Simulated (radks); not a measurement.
Species: the beryllium ion Be3+. Configuration: 2s1 (not the ground configuration).

Method: Dirac Kohn-Sham, PBEsol, spin-unpolarised, spherical densities, finite nucleus; Fermi nuclear charge, rms radius 2.519 fm; computed with a radial shooting solver on a logarithmic mesh with Libxc functionals.

Energy parts (eV):
total: -53.744
kinetic: 53.390
electron-nucleus: -107.835
Hartree: 8.176
exchange-correlation: -7.475

Orbitals (lengths in bohr, moments of r in powers of bohr; <r^-3> diverges for s and p1/2):
| orbital | occ. | eigenvalue (eV) | <r> | <r^-3> | <r^2> | <r^4> | small-component weight |
|---|---|---|---|---|---|---|---|
| 2s1/2 | 1 | -47.6825 | 1.502 | - | 2.629 | 11.32 | 5.22e-05 |

The highest occupied level is 2s1/2 at -47.683 eV. Summed over all electrons, <r^2> = 2.629 bohr^2, which gives a Langevin (diamagnetic) susceptibility term of -2.08 x 10^-6 cm^3/mol. The density falls to 0.001 e/bohr^3 at r = 2.70 bohr.
